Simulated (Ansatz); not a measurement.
Ansatz (a program for electronic structure) input (CCSD(T)/def2-SVPD):

Ansatz 0.2 input:
```yaml
crystal:
  periodic: [false, false, false]
  atoms:
    - {symbol: Bi, position_ang: [-0.00000000, 0.00000000, -0.00000000]}
    - {symbol: F, position_ang: [-1.76855758, -1.28239615, 0.00432289]}
    - {symbol: F, position_ang: [-0.22619998, 2.17255446, -0.03457102]}
    - {symbol: F, position_ang: [1.99475756, -0.89015832, 0.03024813]}
basis:
  gaussian:
    orbitals: def2-SVPD
total_charge: -1
magnetization: {spin_polarized: true, initial_magnetization: 1}
correlation: {method: ccsd_t, electrons: outside_noble_gas}
output: {forces: true}
```

End of the output:

```
cycle   7  -19.39124129 eV  change   -5.7e-4 eV  update   5.4e-4
cycle   8  -19.39119528 eV  change    4.6e-5 eV  update   2.1e-4
cycle   9  -19.39120194 eV  change   -6.7e-6 eV  update   7.8e-5
cycle  10  -19.39126214 eV  change   -6.0e-5 eV  update   3.3e-5
cycle  11  -19.39123258 eV  change    3.0e-5 eV  update   1.1e-5
cycle  12  -19.39123114 eV  change    1.4e-6 eV  update   4.2e-6
cycle  13  -19.39123276 eV  change   -1.6e-6 eV  update   1.5e-6
perturbative correction -0.54393848 eV, -0.0199893703 hartree
the calculation of the forces begins
Total energy: -13945.36535134 eV, -512.4827241535 hartree
Atom 0 at    -0.000000     0.000000    -0.000000 Å, force     0.000000     0.000000    -0.000000 eV/Å
Atom 1 at    -1.768558    -1.282396     0.004323 Å, force    -0.388269    -0.281537     0.000949 eV/Å
Atom 2 at    -0.226200     2.172554    -0.034571 Å, force    -0.049660     0.476962    -0.007590 eV/Å
Atom 3 at     1.994758    -0.890158     0.030248 Å, force     0.437928    -0.195425     0.006641 eV/Å
Dipole moment:    -0.000000    -0.000000     0.000000 e Å
```
